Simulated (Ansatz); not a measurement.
`OBC(F)S` + `[SiH3]S` → `OBS[SiH3]` + `FCS`  (ligand exchange at a B–C bond)

Computed with Ansatz on PBE0-D4/def2-TZVP structures; ΔE is electronic, products minus reactants. CBS: MP2 limit from def2 TZ/QZ plus the TZ coupled-cluster correction, frozen cores. DFT in def2-TZVPP. B3LYP here is the variant with VWN-RPA as its local correlation; programs differ in this. HSE06 is defined as in plane-wave codes. Each species was taken in one conformer, which may not be the lowest.

`OBC(F)S`:

Cartesian coordinates in Å:
```
O -1.966 0.388 0.451
B -0.911 -0.435 0.501
C 0.511 0.112 0.050
F 0.414 1.480 -0.240
S 1.101 -0.822 -1.358
H -1.719 1.263 0.122
H -1.058 -1.553 0.893
H 1.238 0.017 0.863
H 2.390 -0.450 -1.282
```

`[SiH3]S`:

```xyz
6

Si   -0.376    0.161   -0.334
S     1.478   -0.722    0.260
H    -1.537   -0.563    0.244
H    -0.394    0.049   -1.811
H    -0.455    1.589    0.067
H     1.284   -0.514    1.574
```

`OBS[SiH3]`:

Cartesian coordinates in Å:
```
O 1.692 -0.567 0.765
B 0.531 -1.078 1.212
S -1.155 -0.644 0.660
Si -0.867 0.761 -0.924
H 1.599 0.120 0.095
H 0.572 -1.904 2.072
H -1.042 0.116 -2.248
H 0.511 1.332 -0.867
H -1.841 1.865 -0.766
```

`FCS`:

```xyz
6

F    -0.170   -0.025   -1.519
C    -0.435   -0.082   -0.171
S     0.713    0.876    0.810
H    -0.423   -1.129    0.133
H    -1.422    0.349    0.006
H     1.736    0.010    0.742
```

| level | ΔE (kJ/mol) | difference from CCSD(T)/CBS |
| --- | --- | --- |
| LDA (SPW92) | -60.5 | -2.0 |
| PBE-D4 | -63.4 | -4.9 |
| revPBE-D4 | -64.0 | -5.5 |
| BLYP-D4 | -59.2 | -0.7 |
| r2SCAN-D4 | -61.9 | -3.4 |
| B97M-V | -62.4 | -3.9 |
| PBE0-D4 | -62.6 | -4.1 |
| B3LYP-D4 | -58.8 | -0.3 |
| r2SCANh-D4 | -61.8 | -3.3 |
| r2SCAN0-D4 | -61.8 | -3.3 |
| BHLYP-D4 | -58.2 | 0.3 |
| ωB97M-V | -54.6 | 3.9 |
| B2PLYP | -58.8 | -0.3 |
| PBE-QIDH | -62.6 | -4.1 |
| PBE | -62.5 | -4.0 |
| revPBE | -62.8 | -4.3 |
| BLYP | -57.3 | 1.2 |
| r2SCAN | -61.8 | -3.3 |
| B3LYP | -57.1 | 1.4 |
| r2SCANh | -61.7 | -3.2 |
| r2SCAN0 | -61.6 | -3.1 |
| HSE06 | -62.1 | -3.6 |
| BHLYP | -56.3 | 2.2 |
| CAM-B3LYP | -53.2 | 5.3 |
| LC-ωPBE | -55.5 | 3.0 |
| RPA@PBE/def2-TZVPP | -53.2 | 5.3 |
| HF/def2-SVP | -51.0 | 7.5 |
| MP2/def2-SVP | -58.0 | 0.5 |
| CCSD/def2-SVP | -52.3 | 6.2 |
| CCSD(T)/def2-SVP | -54.0 | 4.5 |
| HF/def2-TZVPP | -55.1 | 3.4 |
| MP2/def2-TZVPP | -62.8 | -4.3 |
| SCS-MP2/def2-TZVPP | -59.4 | -0.9 |
| CCSD(T)/def2-TZVPP | -57.9 | 0.6 |
| HF/def2-QZVPP | -55.1 | 3.4 |
| MP2/def2-QZVPP | -63.1 | -4.6 |
| SCS-MP2/def2-QZVPP | -59.8 | -1.3 |
| HF/CBS(def2) | -55.1 | 3.4 |
| MP2/CBS(def2) | -63.4 | -4.9 |
| CCSD/CBS(def2) | -56.3 | 2.2 |
| CCSD(T)/CBS | -58.5 | 0 |

**Question.** What do rigid-rotor, harmonic-oscillator terms from PBE0-D4/def2-TZVP frequencies (298.15 K, 1 bar) make of the CCSD(T)/CBS value? (Best estimate.)

**Answer.** The calculation gave: ΔZPE = +8.5 kJ/mol, ΔH = -50.5 kJ/mol, ΔS = 4 J/(mol·K), ΔG = -51.7 kJ/mol.

Largest T1 diagnostic among the species: 0.014.

At CCSD(T), def2-SVP lies +4.5 kJ/mol from the extrapolated value and def2-TZVPP +0.6 kJ/mol. Leaving LDA and LC-ωPBE aside and taking each functional with its dispersion term where it has one, the values, not all of them listed here, spread over 10.0 kJ/mol, from revPBE-D4 to CAM-B3LYP-D4.
